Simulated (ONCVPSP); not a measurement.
## Varying the ONCV potential for aluminium (Al)

Base potential:

aluminium, optimised norm-conserving Vanderbilt (ONCV), made with ONCVPSP 4.0.1 (PBE, scalar-relativistic). Core [Ne], reference 3s2 3p0.5 (charge +0.5). Waves: 3s: rc 1.85 bohr, ncon 4, nbas 8, qcut 3.4 1/bohr, 2 projectors, debl 0.5 Ha; 3p: rc 2.15 bohr, ncon 5, nbas 8, qcut 4.1 1/bohr, 1 projector. Local part: polynomial inside 1.50 bohr (lpopt 5, dvloc0 0 Ha). Core correction: polynomial model core, fcfact 0.25.

All-electron outer shells of the reference configuration (PBE, scalar-relativistic, ld1.x):

| shell | level (eV) | outermost node (bohr) | outermost maximum (bohr) |
| --- | --- | --- | --- |
| 2s | -112.00 | 0.16 | 0.50 |
| 2p | -73.49 | – | 0.43 |
| 3s | -11.09 | 0.80 | 2.06 |
| 3p | -5.70 | 0.81 | 2.52 |

Cutoffs, loose and tight: the cutoffs (Ha) at which the residual kinetic energy of the hardest occupied pseudo-wave falls to 1 and 0.1 mHa per electron. They do not see the model core or the augmentation charge, which bear on the density cutoff. Test errors are all-electron minus pseudo excitation energies from the reference, over the configurations 3s2 3p1; 3s2 3p0; 3s1 3p0; 3s0 3p3. A dash means not determined; rows that change the core or the reference have their own tests.

```tsv
change	outcome	cutoff, loose	cutoff, tight	bound ghosts	GHOST(+) flags above zero	largest test error (meV)
base	generated	5.5 Ha	18 Ha	none	s	+21
s: rc 1.26; local potential polynomial inside 1.26 bohr (lpopt 5, dvloc0 0 Ha)	failed: optimize: ERROR ps0norm > uunorm, code will stop	–	–	–	–	–
s: rc 1.44; local potential polynomial inside 1.44 bohr (lpopt 5, dvloc0 0 Ha)	failed: optimize: ERROR ps0norm > uunorm, code will stop	–	–	–	–	–
s: rc 1.66	generated	5.5 Ha	13 Ha	none	s	+21
s: rc 1.94	generated	5.5 Ha	20 Ha	none	s	+21
s: rc 2.04	generated	5.3 Ha	19 Ha	none	s	+19
s: rc 2.3	generated	4.8 Ha	9.7 Ha	none	s	-18
s: rc 2.66	generated	4.1 Ha	5.5 Ha	none	s	-50
```

What comes out with this change to the base: s: rc 2.44?

outcome: generated; cutoff, loose: 4.5 Ha; cutoff, tight: 6.4 Ha; bound ghosts: none; GHOST(+) flags above zero: s; largest test error (meV): -29.

Reading the sweep of the s radius (base included, trends over the rows without a ghost): The loose cutoff falls from 5.5 Ha at 1.66 to 4.1 Ha at 2.66 bohr. A larger radius leaves more room for a smooth pseudo-wave, so fewer plane waves are needed; a smaller one forces it to follow the all-electron wave where it bends sharply. The median size of the test errors (rows with all tests solved) is not monotonic: lowest 1.0 meV at 1.94 bohr, highest 5.8 meV at 2.3 bohr. The generation fails at 1.26, 1.44 bohr.
